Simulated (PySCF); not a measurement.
Isomers of C7H15ClSi, mass 162.063 u with the commonest isotopes. The calculation used PBE0/pcSseg-1 in PySCF (dipole) on a GFN2-xTB geometry, gas phase. One conformer each, none proved a minimum here; rigid rotors.

Task: Order these by radius of gyration √(Σ m r²/M), smallest first.
A. `[CH3:1]/[C:2]([SiH3:3])=[C:4](/[Cl:5])[CH2:6][CH:7]([CH3:8])[CH3:9]` with C2–C4–C6–C7 -107°, C4–C6–C7–C8 63°
B. `[CH2:1]=[CH:2][SiH2:3][C@@:4]([CH3:5])([Cl:6])[CH:7]([CH3:8])[CH3:9]` with C1–C2–Si3–C4 -125°, C2–Si3–C4–C5 176°, Si3–C4–C7–C8 -177°
C. `[CH2:1]=[C:2]([CH3:3])[CH2:4][Si@@H:5]([Cl:6])[CH2:7][CH2:8][CH3:9]` with C1–C2–C4–Si5 101°, C2–C4–Si5–Cl6 -176°, C4–Si5–C7–C8 -178°, Si5–C7–C8–C9 177°

Result: B (2.230 Å), A (2.421 Å), C (2.577 Å).

Task: Order these by out-of-plane moment Σ m c² = (Ia + Ib − Ic)/2, largest first.
A. `[CH2:1]=[CH:2][SiH2:3][C@@:4]([CH3:5])([Cl:6])[CH:7]([CH3:8])[CH3:9]` with C1–C2–Si3–C4 -125°, C2–Si3–C4–C5 176°, Si3–C4–C7–C8 -177°
B. `[CH2:1]=[C:2]([CH3:3])[CH2:4][Si@@H:5]([Cl:6])[CH2:7][CH2:8][CH3:9]` with C1–C2–C4–Si5 101°, C2–C4–Si5–Cl6 -176°, C4–Si5–C7–C8 -178°, Si5–C7–C8–C9 177°
C. `[CH3:1]/[C:2]([SiH3:3])=[C:4](/[Cl:5])[CH2:6][CH:7]([CH3:8])[CH3:9]` with C2–C4–C6–C7 -107°, C4–C6–C7–C8 63°

Result: A (124.22 u·Å²), B (64.15 u·Å²), C (63.73 u·Å²).

Task: Order these by rotational constant A, largest first.
A. `[CH2:1]=[C:2]([CH3:3])[CH2:4][Si@@H:5]([Cl:6])[CH2:7][CH2:8][CH3:9]` with C1–C2–C4–Si5 101°, C2–C4–Si5–Cl6 -176°, C4–Si5–C7–C8 -178°, Si5–C7–C8–C9 177°
B. `[CH2:1]=[CH:2][SiH2:3][C@@:4]([CH3:5])([Cl:6])[CH:7]([CH3:8])[CH3:9]` with C1–C2–Si3–C4 -125°, C2–Si3–C4–C5 176°, Si3–C4–C7–C8 -177°
C. `[CH3:1]/[C:2]([SiH3:3])=[C:4](/[Cl:5])[CH2:6][CH:7]([CH3:8])[CH3:9]` with C2–C4–C6–C7 -107°, C4–C6–C7–C8 63°

Result: C (1758 MHz), B (1387 MHz), A (1204 MHz).

| SMILES | point group | Ia (u·Å²) | Ib (u·Å²) | Ic (u·Å²) | κ | μa (D) | μb (D) | μc (D) |
| --- | --- | --- | --- | --- | --- | --- | --- | --- |
| C/C([SiH3])=C(/Cl)CC(C)C | C1 | 287.53 | 725.76 | 885.84 | -0.79 | 1.19 | 1.52 | 0.39 |
| C=C(C)C[Si@@H](Cl)CCC | C1 | 419.85 | 720.23 | 1011.78 | -0.43 | 0.83 | 1.41 | 0.43 |
| C=C[SiH2][C@@](C)(Cl)C(C)C | C1 | 364.25 | 566.00 | 681.81 | -0.53 | 0.42 | 1.90 | 0.66 |
